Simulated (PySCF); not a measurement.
C3H9FGe.
Numbering: `[CH3:1][C:2]([CH3:3])([F:4])[GeH3:5]` (hydrogens: H6, H7, H8 on C1; H9, H10, H11 on C3; H12, H13, H14 on Ge5)

Cartesian coordinates in Å at the PBE0-D3(BJ)/def2-SVP level; atoms count from 1:
```
atom  x, y, z in Å
C1     0.9277   -0.8935   -0.8445
C2     0.2541   -0.1575    0.2946
C3     0.7460    1.2678    0.4376
F4     0.5714   -0.8338    1.4785
Ge5   -1.7303   -0.2453    0.1700
H6     0.6941   -0.4223   -1.8111
H7     0.6038   -1.9439   -0.8830
H8     2.0216   -0.8775   -0.7073
H9     0.2821    1.7627    1.3035
H10    0.5148    1.8559   -0.4633
H11    1.8387    1.2742    0.5846
H12   -2.1670   -1.7197    0.1192
H13   -2.3371    0.4347    1.4096
H14   -2.2226    0.4778   -1.1007
```

Level: B3LYP/def2-SVPD in PySCF, non-relativistic, on one gas-phase PBE0-D3(BJ)/def2-SVP geometry that isn't relaxed in the solvent. The solvent is an IEF-PCM continuum (van der Waals radii × 1.2). Only the electrostatic response of the medium enters. Spin–orbit coupling is left out although an atom past zinc is present.

Gas phase at B3LYP/def2-SVPD: HOMO -7.78 eV, LUMO 0.01 eV, dipole 1.81 D.

Problem. What does the continuum do to the energy, the frontier levels and the dipole at B3LYP/def2-SVPD in benzene and water?

Solution. 
```json
{"solvent": "benzene", "ε": "2.271", "E(solvent) − E(gas) (kcal/mol)": "-1.15", "polarisation term (kcal/mol)": "-1.23", "distortion of the solute (kcal/mol)": "0.08", "HOMO (eV)": "-7.71", "LUMO (eV)": "0.11", "dipole (D)": "2.07"}
{"solvent": "water", "ε": "78.36", "E(solvent) − E(gas) (kcal/mol)": "-2.60", "polarisation term (kcal/mol)": "-3.08", "distortion of the solute (kcal/mol)": "0.48", "HOMO (eV)": "-7.67", "LUMO (eV)": "0.17", "dipole (D)": "2.48"}
```

The first energy column is the sum of the next two and covers electrostatics alone. The atom shares or the degeneracy of the LUMO differ from the gas phase in water, so that column needn't follow one orbital. From benzene to water the lowering changes by a factor 2.26, Onsager's factor (ε − 1)/(2ε + 1) by 2.14 and ε itself by 34.5.

Problem. Which radius a makes the point-dipole formula ΔE = −[(ε − 1)/(2ε + 1)]·μ²/a³ give the value in water, with the gas-phase dipole?

Solution. μ = 0.711 au and |ΔE| = 0.00414 Eh give a = 2.07 Å; the farthest nucleus lies 2.77 Å from the centroid of the nuclei, so such a sphere wouldn't even hold the nuclei. The formula assumes a rigid point dipole at the centre of a sphere.

Problem. Give the dipole vector in the frame of the coordinates (D, pointing from negative to positive charge), gas and water.

Solution. Gas (0.20, 0.93, -1.54), solvent (0.23, 1.27, -2.11). Its length changes by +37 % and its direction by less than 1°.

Problem. How does the static polarisability (B3LYP/def2-SVPD, frozen core, with the continuum's full static response) change?

Solution. 
| medium | isotropic (au) | principal values (au) | ⟨r²⟩ of the electrons (bohr²) |
| --- | --- | --- | --- |
| gas | 72.2 | 65.4, 70.5, 80.8 | 735.7 |
| benzene | 82.4 | 75.2, 80.4, 91.6 | 735.7 |
| water | 98.7 | 92.4, 96.5, 107.1 | 735.6 |

The isotropic value in water is 1.37 times the gas-phase one; no cavity-field correction is applied. ⟨r²⟩ is taken about the centre of nuclear charge.
